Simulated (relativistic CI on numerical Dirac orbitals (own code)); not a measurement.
**Hyperfine structure of Gd³⁷⁺, mass number 155**

Method of calculation: Dirac-Coulomb-Breit CI, separate exchange-only KLI orbitals for each configuration, model QED (radiative potential, 1s self-energy scaled to tabulated hydrogen-like ionisation energies), unscaled Slater integrals (own radial code, finite nucleus).

Configurations in the expansion (outside the closed core [Ne]): 3s2.3p6.3d9, 3s2.3p5.3d10, 3s.3p6.3d10, 3s2.3p6.3d8.4s, 3s2.3p6.3d8.4p, 3s2.3p6.3d8.4d, 3s2.3p4.3d10.4s, 3s2.3p4.3d10.4p, 3s2.3p5.3d9.4s, 3s2.3p6.3d8.4f, 3s2.3p4.3d10.4d, 3s2.3p5.3d9.4p, 3s.3p5.3d10.4s, 3s2.3p6.3d7.4s2, 3s.3p5.3d10.4p, 3s2.3p5.3d9.4d. Levels of other configurations are missing.

Nuclear spin I = 3/2, μ = -0.2591 μN, Q = 1.27 b (tables of Stone and Pyykkö). The electronic factors are computed for point nuclear moments, without core polarisation or the Bohr-Weisskopf and QED corrections.

| Level | E (eV) | A (GHz) | B (GHz) |
| --- | --- | --- | --- |
| 3s2.3p6.3d9 2D_5/2 | 0.00 | -3.809 | -57 |
| 3s2.3p6.3d9 2D_3/2 | 32.49 | -9.527 | -44.9 |
| 3s2.3p5.3d10 2P°_3/2 | 344.85 | -18.69 | -267 |
| 3s2.3p5.3d10 2P°_1/2 | 495.62 | -140.2 |  |
| 3s.3p6.3d10 2S_1/2 | 684.68 | -449.9 |  |
| 3s2.3p6.3d8.4s 4F_9/2 | 1065.06 | -20.21 | -37.8 |
| 3s2.3p6.3d8.4s 2F_7/2 | 1067.59 | 12.46 | -35.1 |
| 3s2.3p6.3d8.4s 2D_3/2 | 1074.33 | 25.34 | 20.9 |

Levels with J = 0, under 50 % of one LS term, or S terms without an open s electron are left out. Small factors come from cancelling terms and can be off by tens of per cent or more.

At this charge energies of transitions that change n are usually good to better than 1 %, and those within a shell (Δn = 0) to a few per cent.

Task: Give the hyperfine levels of 3s2.3p6.3d9 2D_5/2 relative to its centre of gravity.

Result: With K = F(F + 1) − I(I + 1) − J(J + 1), E = AK/2 + B[¾K(K + 1) − I(I + 1)J(J + 1)]/[2I(2I − 1)J(2J − 1)]: F = 1: -19.91, F = 2: 18.08, F = 3: 32.31, F = 4: -28.54 GHz.

LS names give the leading component of a level, which can be under half, so a name can repeat, a term be missing and a line seem to break the LS rules.
